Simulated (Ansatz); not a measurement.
A nudged elastic band was laid between two geometries of C$_{4}$H$_{9}$FOSi (16 atoms, charge 0, multiplicity 1).

Computed with RHF/6-31G (Ansatz).

```
movable images  : 7
climbing image  : yes
spring          : 5.0 eV/Å²
optimiser       : quadratic models (default)
start path      : through a guess of the saddle point
force threshold : 0.05 eV/Å
iteration limit : 54
end points      : relaxed
```

Image 0:

```xyz
16
Properties=species:S:1:pos:R:3
C 1.698 0.983 0.514
Si 0.128 0.019 0.043
C 0.601 -1.827 -0.264
F 1.706 -1.819 -1.184
C -1.166 0.723 -1.218
O -2.230 0.565 -0.218
C -1.535 0.229 1.029
H 2.102 0.620 1.454
H 2.457 0.847 -0.247
H 1.495 2.042 0.617
H -0.192 -2.398 -0.722
H 0.939 -2.336 0.627
H -1.058 1.764 -1.492
H -1.396 0.144 -2.099
H -1.582 1.058 1.722
H -1.991 -0.638 1.483
```

Image 8:

```xyz
16
Properties=species:S:1:pos:R:3
C 1.519 1.037 0.414
Si 0.136 -0.085 -0.265
C 0.744 -1.917 -0.196
F 2.024 -1.946 -0.854
C -0.604 0.202 -2.028
O -1.995 1.366 0.178
C -1.494 0.125 0.738
H 1.775 0.754 1.430
H 2.415 0.952 -0.189
H 1.199 2.072 0.420
H 0.098 -2.594 -0.733
H 0.904 -2.284 0.808
H -0.359 1.146 -2.520
H -2.859 1.617 0.485
H -1.338 0.218 1.807
H -2.187 -0.687 0.549
```

Task: What changes between the two ends?

Result: Bonds broken: C5–O6, C5–H14. Bonds formed: O6–H14.

Task: What energy profile does the band end with?

Result: It converged. The highest image is number 4 of 0 to 8, 3.70 eV above the first end and 0.93 eV above the last; the last end lies 2.77 eV above the first. Neighbouring images differ by up to 2.3 eV, so the band resolves the path poorly. A vibrational analysis at the climbing image gives one clearly imaginary mode, 1825i cm⁻¹: a first-order saddle point. The orbitals stay closed-shell, which can raise the energy where a bond breaks towards radicals; this wasn't checked here. Limits of this set-up: no polarisation functions.

```csv
image,path coordinate (Å),energy (eV),C5–O6 (Å),C5–H14 (Å),O6–H14 (Å)
0,0.00,0.00,1.47,1.08,2.10
1,0.56,0.01,1.47,1.08,2.10
2,1.13,0.05,1.47,1.08,2.08
3,1.69,1.36,1.61,1.07,1.68
4,2.26,3.70,1.92,1.31,1.17
5,3.08,2.92,2.37,2.25,0.95
6,3.90,2.80,2.15,2.73,0.95
7,4.72,2.78,2.48,3.22,0.95
8,5.54,2.77,2.86,3.66,0.95
```

Task: What is the geometry of the highest image?

Result: 
```xyz
16
Properties=species:S:1:pos:R:3:forces:R:3
C 1.613 0.978 0.556 0.00 0.00 0.00
Si 0.129 -0.041 -0.057 0.00 0.00 0.00
C 0.707 -1.866 -0.305 0.00 0.00 0.00
F 1.954 -1.812 -1.017 0.00 0.00 0.00
C -0.929 0.608 -1.517 0.00 0.00 0.00
O -2.193 1.002 -0.128 0.00 0.00 0.00
C -1.519 0.236 0.930 0.00 0.00 0.00
H 1.957 0.609 1.517 0.00 0.00 0.00
H 2.439 0.901 -0.141 0.00 0.00 0.00
H 1.348 2.022 0.667 0.00 0.00 0.00
H 0.024 -2.448 -0.904 0.00 0.00 0.00
H 0.901 -2.382 0.625 0.00 0.00 0.00
H -0.770 1.532 -2.049 0.00 0.00 0.00
H -2.155 0.394 -1.123 0.00 0.00 0.00
H -1.431 0.881 1.790 0.00 0.00 0.00
H -2.100 -0.635 1.201 0.00 0.00 0.00
```

Time of the run: 7.3 min on 1 thread of Arm Neoverse V2, with other jobs on the host, peak memory 0.2 GiB.
